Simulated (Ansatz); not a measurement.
Ideal-gas functions of `[CH2][Te]C` radical at 298.15 K and 1 bar, from an Ansatz frequency run at PBE0-D4/def2-TZVP.

Molar mass 156.66 g/mol, point group Cs (symmetry number 1), electronic degeneracy 2, moments of inertia 52.451, 78.756, 127.968 u Å². Harmonic wavenumbers (cm⁻¹, unscaled): 49, 110, 191, 271, 550, 632, 752, 839, 878, 1257, 1350, 1451, 1461, 3079, 3173, 3183, 3188, 3305.

Use S(trans) = R[1.5 ln M + 2.5 ln T − 1.1517]; rotational temperatures θ = 24.2544 K / I; S(rot) = R[ln(√π/σ · √(T³/θAθBθC)) + 1.5]; for each mode x = 1.438777 ν̃/T, S = R[x/(eˣ − 1) − ln(1 − e⁻ˣ)] and H = RT x/(eˣ − 1); 1 cm⁻¹ = 0.0119627 kJ/mol; R = 8.31446 J/(mol·K).

Problem. By hand: the entropy, in J/(mol·K).

Solution. Translation 171.9. Rotation: θ = 0.4624, 0.308, 0.1895 K, giving 103.3. Vibration, mode by mode: 20.32, 13.68, 9.28, 6.65, 2.28, 1.66, 1.05, 0.74, 0.64, 0.14, 0.09, 0.06, 0.06, 0.00, 0.00, 0.00, 0.00, 0.00, in all 56.6. Electronic 5.8. Sum 337.6 J/(mol·K).

Problem. By hand: H − E and G − E in kJ/mol, counted from the electronic energy.

Solution. Zero-point energy ½ × 25719 × 0.0119627 = 153.8; thermal vibration 8.3; translation, rotation and pV give 4 RT = 9.9. H − E = 172.0 kJ/mol, and G − E = 172.0 − 298.15 × 337.6/1000 = 71.3 kJ/mol.

Vibration gives 17 % of the entropy, 34.0 J/(mol·K) of it from the modes under 150 cm⁻¹: soft modes count most, and the harmonic formula is weakest for them.
